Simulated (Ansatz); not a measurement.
Cost and result for the atomization energy of `OB([SiH3])O[SiH3]` (12 atoms, 11 bonds).

```tsv
atom	x (Å)	y (Å)	z (Å)
O1	-1.956	-1.041	0.911
B2	-0.850	-0.467	0.374
Si3	-0.225	-1.143	-1.446
O4	-0.222	0.522	1.075
Si5	1.106	1.468	0.819
H6	-2.180	-0.662	1.770
H7	1.166	-1.673	-1.360
H8	-0.207	-0.032	-2.441
H9	-1.109	-2.221	-1.960
H10	2.067	1.231	1.922
H11	0.676	2.887	0.821
H12	1.734	1.130	-0.484
```

The species carries charge 0 and has multiplicity 1. The geometry is a stationary point of PBE0-D4/def2-TZVP. It is one conformer, not always the lowest. Program: Ansatz. All runs use 4 threads of an Arm Neoverse V1 on a shared host. Times are those of one run each, without the atoms' runs, and a repeat can differ threefold. Electronic energies, without spin–orbit coupling; frozen cores. CCSD(T)/CBS adds CCSD(T) − MP2 in def2-TZVPP to the MP2 limit, and its time is that of the two runs behind it. T1 = 0.014. B3LYP takes the VWN-RPA correlation (the form of Gaussian; ORCA's B3LYP/G).

CCSD(T)/CBS is a level of theory with its own doubt, some kJ/mol a heavy atom from the limit and from the frozen cores, so smaller differences don't rank the functionals.

```csv
level,functions,wall time,atomization (kJ/mol),difference from CCSD(T)/CBS,per bond
PBE-D4/def2-TZVPP (with forces),275,3 s,4284.1,0.5,0.0
PBE0-D4/def2-TZVPP,275,3.7 s,4230.2,-53.4,-4.9
r2SCAN-D4/def2-TZVPP (with forces),275,6 s,4286.8,3.2,0.3
B3LYP-D4/def2-TZVPP (with forces),275,6 s,4275.4,-8.2,-0.7
B2PLYP/def2-TZVPP,275,6.5 s,4231.4,-52.2,-4.7
ωB97X-V/def2-TZVPP,275,9.5 s,4299.5,15.9,1.4
ωB97M-V/def2-TZVPP (with forces),275,14 s,4290.1,6.5,0.6
MP2/def2-QZVPP,521,27 s,4292.0,8.4,0.8
CCSD(T)/def2-TZVPP,275,3.5 min,4173.4,-110.2,-10.0
CCSD(T)/CBS(def2),–,3.9 min,4283.6,0.0,0.0
```

The D4 term adds +41.0 kJ/mol with B3LYP and +21.7 kJ/mol with PBE0; it sums over pairs of atoms, weighted by their polarisabilities, and B3LYP, whose exchange is more repulsive, gets the larger term. In def2-TZVPP, CCSD(T) changes the Hartree–Fock value by +954.7 kJ/mol (the triples alone add +49.9 kJ/mol) and MP2 by +1007.1 kJ/mol; breaking electron pairs costs correlation energy, which Hartree–Fock lacks. From PBE to PBE0 (25 % exact exchange), in def2-TZVPP and without D4, the atomization energy moves by −50.3 kJ/mol: exact exchange takes away binding that semilocal exchange gives to molecules.
